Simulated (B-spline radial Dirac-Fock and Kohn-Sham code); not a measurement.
ΔSCF core binding energies without Breit or QED terms, calculated with a radial atomic solver.

A sound run for Mg⁷⁺ in the configuration [He] 2s2 2p1: The ground state converged in 8 iterations, with total energy -172.04758 Ha, virial ratio 1.99634 and highest orbital energy -266.39 eV. ΔSCF binding energies: K (1s) 1581.6 eV. Holes are computed only in closed shells, and unreliable hole states are left out.

A second run, with one unsound setting: The ground state converged in 9 iterations, with total energy -179.53699 Ha, virial ratio 1.13723 and highest orbital energy -286.41 eV. ΔSCF binding energies: K (1s) 1118.1 eV. Holes are computed only in closed shells, and unreliable hole states are left out.

```
iter   energy (Ha)        error
   1     -178.49211520  1.16e+00
   2     -179.53021538  5.97e-02
   3     -179.53542791  2.52e-02
   4     -179.53663199  1.23e-02
   5     -179.53699092  2.12e-03
   6     -179.53699184  1.36e-04
   7     -179.53699190  1.46e-05
   8     -179.53699190  1.05e-06
   9     -179.53699190  2.98e-08
```

**Question.** Which fault fits the second run best?
A. overfilled shell
B. speed of light below Z
C. too few iterations
D. nuclear radius in wrong units

**Answer.** B. The input had c_factor = 0.0667: c_factor makes c so small that Zα exceeds 1, so any numbers that come out have no meaning.
